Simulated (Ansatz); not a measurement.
The cluster Li₄N⁺, relaxed as a singlet with RKS B3LYP-D4/def2-TZVP in Ansatz, starting from the GFN2-xTB geometry. Force threshold 0.02 eV/Å.

The structure comes from a short search, and lower isomers may exist.

Start:

| atom | x (Å) | y (Å) | z (Å) |
| --- | --- | --- | --- |
| Li1 | 0.836 | 1.289 | 0.926 |
| Li2 | 0.005 | 0.422 | -1.740 |
| Li3 | 0.852 | -1.562 | 0.243 |
| Li4 | -1.693 | -0.149 | 0.569 |
| N5 | 0.001 | -0.001 | 0.002 |

| step | energy (eV) | largest force component (eV/Å) | SCF passes |
| --- | --- | --- | --- |
| 1 | -2306.7991 | 0.132 | 44 |
| 2 | -2306.8021 | 0.061 | 22 |
| 3 | -2306.8029 | 0.002 | 22 |

Force components are those of the run's own axes.

End:

```xyz
5

Li    0.8279    1.2771    0.9213
Li    0.0071    0.4167   -1.7295
Li    0.8447   -1.5472    0.2404
Li   -1.6796   -0.1467    0.5680
N    -0.0001    0.0001   -0.0001
```

By distances, no bond broke or formed. The bond that changes most is Li3–N5, from 1.79 to 1.78 Å (atoms count from 1).

No frequencies were taken in this run, so the end may be a saddle point.

Run time 2 s (4 threads of Arm Neoverse V2 on a shared host).
